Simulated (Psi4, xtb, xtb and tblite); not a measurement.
Conformational energy of SMILES [SiH2](N)[SiH2]N. Scanned: dihedral H5–N1–Si2–Si3; all other coordinates were relaxed at GFN2-xTB. Heavy atoms are numbered in the order of the SMILES N[SiH2][SiH2]N, hydrogens after them in the order of the atoms that carry them; the mirror image has the same energies with the sign of each dihedral reversed.

- GFN2-xTB (xtb and tblite)
- GFN1-xTB // GFN2-xTB (xtb)
- HF/cc-pVTZ // GFN2-xTB (Psi4)

Energies in kcal/mol, each method relative to its own lowest point.

| φ / ° | GFN2-xTB | GFN1-xTB | HF/cc-pVTZ |
|---|---|---|---|
| -150 | 0.8 | 2.1 | 0.8 |
| -120 | 1.4 | 1.3 | 0.4 |
| -90 | 1.1 | 3.7 | 1.1 |
| -60 | 0.1 | 2.2 | 0.3 |
| -30 | 0.2 | 1.1 | 0.4 |
| 0 | 0.7 | 0.0 | 0.4 |
| 30 | 0.1 | 1.1 | 0.1 |
| 60 | 0.0 | 2.2 | 0.0 |
| 90 | 1.1 | 3.7 | 0.9 |
| 120 | 1.6 | 2.4 | 0.9 |
| 150 | 0.5 | 1.6 | 0.2 |
| 180 | 0.0 | 1.8 | 0.3 |
